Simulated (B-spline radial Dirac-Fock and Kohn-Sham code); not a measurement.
# Successive ionisation energies of gadolinium: Dirac-Fock against NIST

Level of theory: Dirac-Fock (average of configuration) total-energy differences with a finite nucleus, the Breit interaction including its frequency dependence, and self-energy and vacuum-polarisation corrections; a radial B-spline solver. Each value is the difference of the configuration-average energies of two neighbouring ions in their tabulated ground configurations. No correlation. NIST's values refer to the lowest levels; many for high charge states are themselves semi-empirical or theoretical. Where a p, d or f shell is open in either ion the computed value averages over both j values and all terms, while the table refers to the lowest levels; that difference holds spin-orbit splitting (largest in heavy or highly charged ions), term energies where several electrons share open shells, and correlation, and it can reach 10 % or more.

| ion | configuration | computed (eV) | NIST (eV) | kind | NIST − computed (eV) |
| --- | --- | --- | --- | --- | --- |
| Gd³⁴⁺ | [Ar] 3d10 4s2 | 1481.0 | 1481 ± 5 | theoretical | -0.03 |
| Gd³⁵⁺ | [Ar] 3d10 4s1 | 1530.7 | 1532.3 ± 0.3 | semi-empirical | +1.57 |
| Gd³⁶⁺ | [Ar] 3d10 | 2634.0 | 2621 ± 5 | theoretical | -13.04 |
| Gd³⁷⁺ | [Ar] 3d9 | 2739.2 | 2720 ± 4 | theoretical | -19.23 |
| Gd³⁸⁺ | [Ar] 3d8 | 2846.0 | 2827 ± 4 | theoretical | -18.99 |
| Gd³⁹⁺ | [Ar] 3d7 | 2954.3 | 2941 ± 4 | theoretical | -13.31 |
| Gd⁴⁰⁺ | [Ar] 3d6 | 3064.2 | 3050 ± 4 | theoretical | -14.19 |
| Gd⁴¹⁺ | [Ar] 3d5 | 3175.6 | 3160 ± 4 | theoretical | -15.64 |
| Gd⁴²⁺ | [Ar] 3d4 | 3288.6 | 3312 ± 4 | theoretical | +23.37 |
| Gd⁴³⁺ | [Ar] 3d3 | 3403.2 | 3424 ± 4 | theoretical | +20.81 |
| Gd⁴⁴⁺ | [Ar] 3d2 | 3519.3 | 3546 ± 4 | theoretical | +26.71 |
| Gd⁴⁵⁺ | [Ar] 3d1 | 3636.9 | 3660 ± 4 | theoretical | +23.06 |
| Gd⁴⁶⁺ | [Ne] 3s2 3p6 | 4037.7 | 3980 ± 4 | theoretical | -57.66 |
| Gd⁴⁷⁺ | [Ne] 3s2 3p5 | 4142.4 | 4080 ± 4 | theoretical | -62.40 |
| Gd⁴⁸⁺ | [Ne] 3s2 3p4 | 4248.1 | 4191 ± 4 | theoretical | -57.06 |
| Gd⁴⁹⁺ | [Ne] 3s2 3p3 | 4354.6 | 4294 ± 4 | theoretical | -60.64 |

Problem. Where in this range is the largest relative jump, and why?

Solution. From Gd³⁵⁺ (1530.7 eV) to Gd³⁶⁺ (2634.0 eV), a factor of 1.72. The configuration goes from [Ar] 3d10 4s1 to [Ar] 3d10, so the next electron comes out of a deeper subshell.
